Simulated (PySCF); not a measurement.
Si(H)3(NH2) (H₅NSi), SMILES N[SiH3]. Atoms are numbered in the order given.

```xyz
7

Si    -0.5756    -0.0027     0.0000
N      1.1463     0.0581     0.0000
H     -1.0586     0.6901     1.2196
H     -1.0586     0.6901    -1.2196
H     -1.1700    -1.3700     0.0000
H      1.6607    -0.1896     0.8302
H      1.6607    -0.1896    -0.8302
```
Charge 0, spin multiplicity 1.

Geometry optimised at ωB97X-D3(BJ)/def2-TZVP.

Vertical ionisation energy (IE) and electron affinity (EA) in eV. Rows of orbital energies are one-electron estimates. Where ΔSCF, EOM or ADC give a negative EA the extra electron is unbound and the value depends on the basis.

| level | IE | EA |
|---|---|---|
| −ε(HOMO), −ε(LUMO), ωB97X/def2-TZVPD (PySCF) | 9.89 | -1.83 |
| −ε(HOMO), −ε(LUMO), HF/def2-TZVPD (PySCF) | ? | ? |
| ADC(2)/aug-cc-pVDZ (PySCF) | 9.17 | -0.67 |

What belongs in the gaps? (An estimate is asked for; the answer gives what the named calculation found.)


- −ε(HOMO), −ε(LUMO), HF/def2-TZVPD (PySCF), IE: 10.91
- −ε(HOMO), −ε(LUMO), HF/def2-TZVPD (PySCF), EA: -1.95

Beyond the first one, list the lowest photoelectron lines from ADC(2)/aug-cc-pVDZ run with PySCF with their pole strengths (two spins summed). (Estimate from the structure and the level; the computed values follow.)

12.26 eV (1.86), 12.46 eV (1.85), 13.50 eV (1.79), 16.16 eV (1.77), 18.18 eV (1.79).
